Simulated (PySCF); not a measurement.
Fill in the blanks.

C5H11B.
Geometry (PBE0-D3(BJ)/def2-SVP, Å), atoms numbered from 1 in this order:
```
atom  x, y, z in Å
B1     2.5209    0.2492    0.3474
C2     1.1688   -0.4561    0.2271
C3     0.0221    0.0617   -0.2967
C4    -0.0880    1.4337   -0.8801
C5    -1.2517   -0.7406   -0.2997
C6    -2.2407   -0.2913    0.7766
H7     2.7051    1.3722   -0.0665
H8     3.4544   -0.3159    0.8731
H9     1.0792   -1.4834    0.6055
H10    0.8493    1.9963   -0.8120
H11   -0.8828    2.0075   -0.3759
H12   -0.3855    1.3637   -1.9401
H13   -1.7323   -0.6534   -1.2901
H14   -1.0098   -1.8041   -0.1506
H15   -1.8017   -0.3984    1.7800
H16   -3.1571   -0.8990    0.7397
H17   -2.5368    0.7611    0.6505
```

```csv
property,level,value
point group,PBE0-D3(BJ)/def2-SVP,C1
"rotational constants A, B, C",PBE0-D3(BJ)/def2-SVP,?
dipole moment,PBE0/def2-SVPD,?
HOMO energy,PBE0/def2-SVPD,?
LUMO energy,PBE0/def2-SVPD,-1.80 eV
lowest singlet excitation,TDDFT PBE0/def2-SVPD,?
strongest line among the 6 lowest singlet transitions,TDDFT PBE0/def2-SVPD,?
static isotropic polarisability,PBE0/def2-SVPD,?
electronic spatial extent ⟨r²⟩ about the centre of nuclear charge,PBE0/def2-SVPD,747 bohr²
```

Gas-phase values; electronic properties from PySCF, density fitting. Isolated species at its PBE0-D3(BJ)/def2-SVP geometry (one conformer only).

The lowest singlet excitation?

5.13 eV (242 nm, f = 0.009).

What is the strongest line among the 6 lowest singlet transitions?

S2 at 5.27 eV (235 nm, f = 0.386).

What is the static isotropic polarisability?

81.3 au.

What is the HOMO energy?

-7.59 eV.

Give the rotational constants A, B, C.

6.074, 2.164, 1.807 GHz.

Give the dipole moment.

2.47 D.

In wavenumbers S1 is 41300 cm⁻¹ (1 eV = 8065.54 cm⁻¹). The largest Löwdin shares of the HOMO are 0.38 on C2, 0.28 on C3, 0.10 on B1 and 0.06 on C4. The principal polarisabilities are 60.9, 75.6 and 107.6 au; their mean is the isotropic value.
